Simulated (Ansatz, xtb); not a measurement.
Breaking the N3–H4 bond in CdH3N (SMILES [NH2][CdH]) (multiplicity 1 held, fragments rigid). Energies count from the point at 1.013 Å.
Geometry at that point (charge 0, multiplicity 1):
```xyz
5

Cd    -0.1932    -0.0408    -0.2275
H     -1.2093    -0.2364    -1.5204
N      1.1617     0.2684     1.2504
H      1.4991    -0.5755     1.6986
H      0.8497     0.8903     1.9872
```

Restricted levels (R-, RO-) in cc, def2 and unpolarised 6-31G sets keep to the state of the molecule at rest. Unrestricted levels (U-) break spin symmetry where that is lower. Curves can end on different states.

Cores are frozen in the correlated methods.

Run with Ansatz (a program for electronic structure); xtb for the GFN methods. Values without a source in brackets are computed. In def2 rows elements past Kr take small-core potentials, without spin–orbit coupling. The GFN methods have no spin term and hold the electronic entropy of 300 K.

One of these levels gives 112.18 kcal/mol for the energy at R = 3.243 Å. Name it.
A) R-SCS-MP2/def2-SVP
B) U-MP2/def2-SVP
C) R-HF/def2-SVP
D) GFN2-xTB

B, U-MP2/def2-SVP. The others give 123.77 (GFN2-xTB), 194.64 (R-HF/def2-SVP), 144.70 (R-SCS-MP2/def2-SVP)

Doubts at one or more of the structures used: a restricted determinant that unrestricted orbitals would lower (R-HF/def2-SVP, R-SCS-MP2/def2-SVP); a spin-contaminated determinant (U-MP2/def2-SVP).
